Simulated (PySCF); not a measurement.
The numbers are results of PySCF with B3LYP-D3(BJ)/def2-TZVP // PBE0-D3(BJ)/def2-SVP, not measurements. Isolated molecules, 0 K electronic values unless said otherwise. One relaxed conformer stands for a flexible species; it need not be the lowest. B3LYP has the VWN-RPA correlation part, as in Gaussian. Excitations are Tamm–Dancoff values on a coarser integration grid. The basis has no diffuse functions, so Rydberg states are missing or too high.

Reference species (SMILES): `COc1c2c(sc1[SiH3])ccs2` (C–O–C–C torsion 177°) (neutral, multiplicity 1).

```json
{
 "T1 excitation (TDA)": "2.92 eV",
 "HOMO": "-5.71 eV",
 "brightest of the four lowest singlets (TDA)": "4.31 eV"
}
```

After one change: the T1 excitation (TDA) goes up by 0.20 eV; the HOMO rises by 0.11 eV; the brightest of the four lowest singlets (TDA) increases by 0.44 eV.

Question: Which change was made? The new species is one of these.
A. `COc1csc2c([SiH3])csc12` (C–O–C–C torsion 0°)
B. `COc1sc2ccsc2c1[SiH3]` (C–O–C–S torsion 1°)
C. `COc1csc2cc([SiH3])sc12` (C–O–C–C torsion 0°)

Answer: B, `COc1sc2ccsc2c1[SiH3]` (C–O–C–S torsion 1°)
